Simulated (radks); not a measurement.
Problem. All-electron atom: Ta57+ in [Ne] 3s2 3p4. All-electron calculation, non-relativistic Kohn-Sham, PBE, spin-polarised, spherical densities, point nucleus; open shells are filled with parallel spins first (spin-orbit coupling, left out, can overturn this in heavy ions); relativity is left out, which matters for an element this heavy. Program: a radial shooting solver on a logarithmic mesh with Libxc functionals. Some entries of the table are withheld. Estimate them.

orbital  occ.  eigenvalue (hartree)  <r^2> (bohr^2)
1s up       1             -2434.474       0.0005753
1s down     1             -2434.228       0.0005753
2s up       1             -524.0500        0.008790
2s down     1             -523.8749        0.008783
2p up       3             -510.2175        0.006486
2p down     3             -509.9621        0.006484
3s up       1                   (1)         0.04769
3s down     1                   (2)         0.04780
3p up       3                   (3)             (4)
3p down     1                   (5)             (6)
3d up       0             -199.4085         0.03193
3d down     0             -198.8027         0.03190
4s up       0             -114.3573          0.1597
4s down     0             -114.1009          0.1602

Solution. 
(1) 3s up eigenvalue (hartree): -212.9921
(2) 3s down eigenvalue (hartree): -212.2679
(3) 3p up eigenvalue (hartree): -207.6780
(4) 3p up <r^2> (bohr^2): 0.04313
(5) 3p down eigenvalue (hartree): -206.9312
(6) 3p down <r^2> (bohr^2): 0.04322
